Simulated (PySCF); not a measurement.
## Two-component Hartree-Fock for Pt⁶⁶⁺ (platinum, charge +66)

Start: [Ne] 3s2. Calculated with PySCF 2.14 in an even-tempered Gaussian basis (17 s from 7.9 bohr⁻², ratio 2.6; 14 p from 10 bohr⁻², ratio 2.6; 6 d from 11 bohr⁻², ratio 2.8; 4 f from 140 bohr⁻², ratio 2.8): generalised Hartree-Fock with the X2C-1e Hamiltonian and a Gaussian nucleus; spin-orbit coupling (SO) screened by Boettger's factors.

| spinor shell | electrons | ε, screened SO (eV) | weight of nominal j (screened SO) | rms radius, screened SO (bohr) |
| --- | --- | --- | --- | --- |
| 1s1/2 | 2 | -84674.1 | 1.000 | 0.0193 |
| 2s1/2 | 2 | -19523.1 | 1.000 | 0.0769 |
| 2p1/2 | 2 | -18983.5 | 1.000 | 0.0651 |
| 3s1/2 | 2 | -7963.3 | 1.000 | 0.184 |

**Question.** Where does 2p3/2 lie, and what is the 2p spin-orbit splitting (screened SO)?

**Answer.** At -17198.1 eV, 1785.4 eV above 2p1/2.

| quantity | screened SO |
| --- | --- |
| E (hartree) | -13037.62546 |
| M_J | 0 |
| ⟨J²⟩ | 0.000 |
| ⟨L²⟩ | 0.044 |
| ⟨S²⟩ | 0.044 |

Breit and QED terms are absent; they matter most for the inner s and p1/2 levels.

Densities and radii are taken from the X2C orbitals without a picture-change correction, which distorts them close to the nucleus.
